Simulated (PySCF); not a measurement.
# Basis and Hamiltonian dependence of the excitation energy of Os²⁺

Os²⁺ [Xe] 4f14 5d6 (5D) → Os²⁺ [Xe] 4f14 5d5 6s1, s spin flipped. Calculated with PySCF 2.14 from differences of total energies of unrestricted determinants, without spin-orbit coupling. Values in eV.

| basis | Hamiltonian | functions | UHF | r2SCAN | PBE0 | MP2 (valence) |
| --- | --- | --- | --- | --- | --- | --- |
| aug-cc-pwCVDZ-PP with ECP60MDF | ECP | 70 | 1.860 | 2.283 | 2.237 | 1.912 |
| x2c-TZVPPall | spin-free X2C | 97 | 1.910 | 2.420 | 2.264 | 2.032 |
| ANO-RCC-VTZP | spin-free X2C | 104 | 1.908 | 2.402 | 2.201 | 2.054 |
| x2c-TZVPPall with one added diffuse shell each of s, p, d, f type | spin-free X2C | 113 | 1.909 | 2.417 | 2.258 | 2.028 |
| aug-cc-pVTZ-PP with one added diffuse shell each of s, p, d, f, g type with ECP60MDF | ECP | 113 | 1.882 | 2.302 | 2.247 | 1.983 |

Frozen in the all-electron rows: valence: [Xe] 4f14; with a core potential, the same shells as far as they lie outside it.

In the upper determinant the s electron has its spin opposite to the other open shell, which mixes two multiplicities.
